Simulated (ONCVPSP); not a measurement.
LDA (Perdew-Wang 92) ONCV dataset for Br, scalar-relativistic all-electron reference.

```
Element                 : Br
Generator               : ONCVPSP 4.0.1
Type                    : optimised norm-conserving Vanderbilt (ONCV)
Functional              : LDA (Perdew-Wang 92)
Relativity              : scalar-relativistic
Frozen core             : [Ar]
Valence charge          : 17
Reference configuration : 3d10 4s2 4p5
Partial waves           : 4s: rc 1.50 bohr, ncon 5, nbas 9, qcut 3.5 1/bohr, 2 projectors, debl 3 Ha; 4p: rc 1.55 bohr, ncon 3, nbas 7, qcut 5 1/bohr, 1 projector; 3d: rc 0.95 bohr, ncon 4, nbas 9, qcut 14.3 1/bohr, 2 projectors, debl 4 Ha
Local potential         : polynomial inside 0.75 bohr (lpopt 5, dvloc0 0 Ha)
Core correction         : none
```

All-electron outer shells of the reference configuration (LDA (PZ), scalar-relativistic, ld1.x):

| shell | level (eV) | outermost node (bohr) | outermost maximum (bohr) |
| --- | --- | --- | --- |
| 3s | -237.20 | 0.23 | 0.48 |
| 3p | -173.21 | 0.21 | 0.48 |
| 3d | -67.00 | – | 0.43 |
| 4s | -20.32 | 0.67 | 1.41 |
| 4p | -8.01 | 0.70 | 1.66 |

**Question.** Estimate the cutoffs (Ha) at which the residual kinetic energy of the hardest occupied pseudo-wave falls to 1 and 0.1 mHa per electron.

**Answer.** 98 Ha and 250 Ha.

**Question.** Does the potential have ghost states?

**Answer.** Ghosts flagged at negative energy: s at -86.8 eV, p at -3.4 eV; no localised positive-energy state flagged. A true bound ghost makes a file unfit for plane-wave use.

**Question.** Which valence shell sets the plane-wave cutoff?

**Answer.** 3d: 98 Ha for 1 mHa per electron, against 78 Ha for 4s.

Its largest configuration-test error is +212 meV (3d10 4s2 4p3). 2 of 4 tests not solved or not reliable.
